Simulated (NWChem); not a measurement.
Everything below was run with NWChem. System: H₂Ga (+1), charge 1, spin multiplicity 1, at a geometry optimised with B3LYP/def2-SVP. The structure started from a generated list of species. Level: TD-B3LYP/6-31G* (spherical d), VWN1-RPA local correlation.

Input file:

```
start mol
memory heap 200 mb stack 900 mb global 1100 mb
charge 1
geometry units angstroms nocenter noautoz noautosym
  Ga     0.000000     0.000000     0.000000
  H      0.000000     0.000000     1.535921
  H      0.000000     0.000000    -1.535921
end
basis spherical
  * library 6-31g*
end
dft
  xc b3lyp
  semidirect memsize 60000000 filesize 0
  iterations 100
end
tddft
  rpa
  nroots 10
  notriplet
end
task tddft energy
```

Output (cleaned and shortened):

```
             Northwest Computational Chemistry Package (NWChem) 7.3.0
             --------------------------------------------------------

                                NWChem Input Module
                                -------------------

 Scaling coordinates for geometry "geometry" by  1.889725989
 (inverse scale =  0.529177249)

                             Geometry "geometry" -> ""
                             -------------------------

 Output coordinates in angstroms (scale by  1.889725989 to convert to a.u.)

  No.       Tag          Charge          X              Y              Z
 ---- ---------------- ---------- -------------- -------------- --------------
    1 Ga                  31.0000     0.00000000     0.00000000     0.00000000
    2 H                    1.0000     0.00000000     0.00000000     1.53592100
    3 H                    1.0000     0.00000000     0.00000000    -1.53592100

 Effective nuclear repulsion energy (a.u.)      21.5333848958

            Nuclear Dipole moment (a.u.)
            ----------------------------
        X                 Y               Z
 ---------------- ---------------- ----------------
     0.0000000000     0.0000000000     0.0000000000


 Summary of "ao basis" -> "" (spherical)
 ------------------------------------------------------------------------------
       Tag                 Description            Shells   Functions and Types
 ---------------- ------------------------------  ------  ---------------------
 *                           6-31g*                   on all atoms

                                 NWChem DFT Module
                                 -----------------

 Summary of "ao basis" -> "ao basis" (spherical)
 ------------------------------------------------------------------------------
       Tag                 Description            Shells   Functions and Types
 ---------------- ------------------------------  ------  ---------------------
 Ga                          6-31g*                 12       32   5s4p3d
 H                           6-31g*                  2        2   2s

 Summary of "ao basis" -> "ao basis" (spherical)
 ------------------------------------------------------------------------------
       Tag                 Description            Shells   Functions and Types
 ---------------- ------------------------------  ------  ---------------------
 Ga                          6-31g*                 12       32   5s4p3d
 H                           6-31g*                  2        2   2s

            General Information
            -------------------
          SCF calculation type: DFT
          Wavefunction type:  closed shell.
          No. of atoms     :     3
          No. of electrons :    32
           Alpha electrons :    16
            Beta electrons :    16
          Charge           :     1
          Spin multiplicity:     1
          Use of symmetry is: off; symmetry adaption is: off
          Maximum number of iterations: 100
          AO basis - number of functions:    36
                     number of shells:    16
          Convergence on energy requested:  1.00D-06
          Convergence on density requested:  1.00D-05
          Convergence on gradient requested:  5.00D-04

              XC Information
              --------------
                         B3LYP Method XC Potential
                     Hartree-Fock (Exact) Exchange  0.200
                        Slater Exchange Functional  0.800 local
                    Becke 1988 Exchange Functional  0.720 non-local
[...]
     Electric Quadrupole                           0.0000000000
     Magnetic Dipole                               0.0000000000
     Total Oscillator Strength                     0.4268284996

          sigma_e =   1.7826 Angstrom
          sigma_h =   1.3828 Angstrom
         |d_h->e| =   0.0000 Angstrom
            d_exc =   2.3455 Angstrom
            d_CD1 =   0.3998 Angstrom
            d_CD2 =  -1.5827 Angstrom
            d_CD3 =   2.3455 Angstrom
     Pearson C.C. =  -0.0835

     Occ.   15  a   ---  Virt.   18  a    0.99301 X
     Occ.   15  a   ---  Virt.   18  a   -0.06615 Y
     Occ.   15  a   ---  Virt.   23  a    0.05619 X
     Occ.   16  a   ---  Virt.   26  a    0.12053 X
  ----------------------------------------------------------------------------
  Root   6 singlet a              0.440738189 a.u.               11.9931 eV
  ----------------------------------------------------------------------------
     Transition Moments    X  0.00000   Y -0.00000   Z  0.00000
     Transition Moments   XX -0.80641  XY  0.00000  XZ  0.00000
     Transition Moments   YY -0.80641  YZ -0.00000  ZZ  3.95130
     Dipole Oscillator Strength                    0.0000000000
     Electric Quadrupole                           0.0000034399
     Magnetic Dipole                               0.0000000000
     Total Oscillator Strength                     0.0000034399

          sigma_e =   1.7967 Angstrom
          sigma_h =   1.3845 Angstrom
         |d_h->e| =   0.0000 Angstrom
            d_exc =   2.4402 Angstrom
            d_CD1 =   0.4122 Angstrom
            d_CD2 =  -1.5906 Angstrom
            d_CD3 =   2.4402 Angstrom
     Pearson C.C. =  -0.1627

     Occ.   15  a   ---  Virt.   19  a    0.98545 X
     Occ.   15  a   ---  Virt.   19  a   -0.05355 Y
     Occ.   16  a   ---  Virt.   21  a   -0.05247 X
     Occ.   16  a   ---  Virt.   24  a   -0.16597 X
  ----------------------------------------------------------------------------
  Root   7 singlet a              0.447499418 a.u.               12.1771 eV
  ----------------------------------------------------------------------------
     Transition Moments    X -0.00000   Y  0.00000   Z -0.36613
     Transition Moments   XX -0.00000  XY -0.00000  XZ -0.00000
     Transition Moments   YY -0.00000  YZ  0.00000  ZZ  0.00000
     Dipole Oscillator Strength                    0.0399917044
     Electric Quadrupole                           0.0000000000
     Magnetic Dipole                               0.0000000000
     Total Oscillator Strength                     0.0399917044

          sigma_e =   2.7307 Angstrom
          sigma_h =   1.6027 Angstrom
         |d_h->e| =   0.0000 Angstrom
            d_exc =   3.1687 Angstrom
            d_CD1 =   1.1280 Angstrom
            d_CD2 =  -2.1667 Angstrom
            d_CD3 =   3.1687 Angstrom
     Pearson C.C. =  -0.0017

     Occ.   16  a   ---  Virt.   19  a   -0.10384 X
     Occ.   16  a   ---  Virt.   20  a    0.99430 X
  ----------------------------------------------------------------------------
  Root   8 singlet a              0.497037915 a.u.               13.5251 eV
  ----------------------------------------------------------------------------
     Transition Moments    X -0.00000   Y  0.00000   Z -0.00000
     Transition Moments   XX  0.92705  XY  0.00000  XZ -0.00000
     Transition Moments   YY  0.92705  YZ  0.00000  ZZ  2.78136
     Dipole Oscillator Strength                    0.0000000000
     Electric Quadrupole                           0.0000007495
     Magnetic Dipole                               0.0000000000
     Total Oscillator Strength                     0.0000007495

          sigma_e =   3.1134 Angstrom
          sigma_h =   1.5996 Angstrom
         |d_h->e| =   0.0000 Angstrom
            d_exc =   3.6108 Angstrom
            d_CD1 =   1.5139 Angstrom
            d_CD2 =  -2.3565 Angstrom
            d_CD3 =   3.6108 Angstrom
     Pearson C.C. =  -0.0789

     Occ.   15  a   ---  Virt.   19  a   -0.05468 X
     Occ.   15  a   ---  Virt.   20  a   -0.09821 X
     Occ.   16  a   ---  Virt.   21  a   -0.99350 X
  ----------------------------------------------------------------------------
  Root   9 singlet a              0.522151457 a.u.               14.2085 eV
  ----------------------------------------------------------------------------
     Transition Moments    X -0.00000   Y  0.00000   Z -0.00000
     Transition Moments   XX  0.00000  XY -0.00000  XZ  0.55509
     Transition Moments   YY  0.00000  YZ -0.60252  ZZ  0.00000
     Dipole Oscillator Strength                    0.0000000000
     Electric Quadrupole                           0.0000005088
     Magnetic Dipole                               0.0000000551
     Total Oscillator Strength                     0.0000005639

          sigma_e =   2.9614 Angstrom
          sigma_h =   1.6032 Angstrom
         |d_h->e| =   0.0000 Angstrom
            d_exc =   3.3677 Angstrom
            d_CD1 =   1.3582 Angstrom
            d_CD2 =  -2.2823 Angstrom
            d_CD3 =   3.3677 Angstrom
     Pearson C.C. =  -0.0001

     Occ.   16  a   ---  Virt.   22  a   -0.99979 X
  ----------------------------------------------------------------------------
  Root  10 singlet a              0.522151461 a.u.               14.2085 eV
  ----------------------------------------------------------------------------
     Transition Moments    X -0.00000   Y -0.00000   Z  0.00000
     Transition Moments   XX  0.00000  XY -0.00000  XZ  0.60252
     Transition Moments   YY -0.00000  YZ  0.55509  ZZ -0.00000
     Dipole Oscillator Strength                    0.0000000000
     Electric Quadrupole                           0.0000005088
     Magnetic Dipole                               0.0000000551
     Total Oscillator Strength                     0.0000005639

          sigma_e =   2.9614 Angstrom
          sigma_h =   1.6032 Angstrom
         |d_h->e| =   0.0000 Angstrom
            d_exc =   3.3677 Angstrom
            d_CD1 =   1.3582 Angstrom
            d_CD2 =  -2.2823 Angstrom
            d_CD3 =   3.3677 Angstrom
     Pearson C.C. =  -0.0001

     Occ.   16  a   ---  Virt.   23  a   -0.99979 X

              Target root =      1
          Target symmetry = none
      Ground state energy =  -1925.498583178931
        Excitation energy =      0.238763058790
     Excited state energy =  -1925.259820120142

  stored tddft:energy   -1925.2598201201415

 Task  times  cpu:       12.3s     wall:       12.3s

 Total times  cpu:       12.3s     wall:       12.3s
```
